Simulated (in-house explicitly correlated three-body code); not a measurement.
The numbers below are computed, except where a source is named.
**Two electrons around a charge Z: errors of exchange and correlation functionals on the exact density**

The exact non-relativistic ground state comes from a variational code in 260 exponentially correlated functions, the Kohn-Sham parts from inverting its density (past Z = 6 the correlation energy is taken as exact minus Hartree-Fock, equal to within microhartrees), and self-consistent runs (Hartree-Fock is restricted) from a B-spline radial code. Z may be fractional; the second electron is bound down to Z = 0.911.

Each entry is functional minus exact.

| Z | BP86 x (mEh) | BP86 c (mEh) | M06-L x (mEh) | M06-L c (mEh) | PW91 x (mEh) | PW91 c (mEh) |
| --- | --- | --- | --- | --- | --- | --- |
| 1.1 | -10.38 | +0.43 | -8.35 | +9.14 | -7.15 | +5.74 |
| 1.38 | -5.65 | -1.85 | -8.78 | +5.86 | -0.66 | +0.76 |
| 1.66 | -2.93 | -1.94 | -10.23 | +4.01 | +3.74 | -1.69 |
| 2.04 | ? | ? | ? | ? | ? | ? |
| 2.66 | ? | ? | ? | ? | ? | ? |
| 3.16 | +6.95 | -2.10 | -19.93 | -2.20 | +22.36 | -7.44 |
| 4.1 | +12.39 | -4.71 | -26.38 | -4.95 | +33.24 | -9.39 |
| 4.9 | +16.92 | -8.01 | -31.94 | -6.90 | +42.39 | -10.70 |

What belongs in the row Z = 2.04?

BP86 x (mEh): -0.06; BP86 c (mEh): -1.57; M06-L x (mEh): -12.53; M06-L c (mEh): +2.08; PW91 x (mEh): +8.84; PW91 c (mEh): -3.80.

What belongs in the row Z = 2.66?

BP86 x (mEh): +3.95; BP86 c (mEh): -1.47; M06-L x (mEh): -16.56; M06-L c (mEh): -0.47; PW91 x (mEh): +16.45; PW91 c (mEh): -6.09.

How do the exchange errors scale with Z?

BP86 +2.30 % in the size of E_x at Z = 1.1 and -0.60 % at 4.9; M06-L +1.85 % in the size of E_x at Z = 1.1 and +1.13 % at 4.9; PW91 +1.58 % in the size of E_x at Z = 1.1 and -1.49 % at 4.9. Exchange scales linearly under uniform scaling of the density, so its relative error changes only with the density's shape.
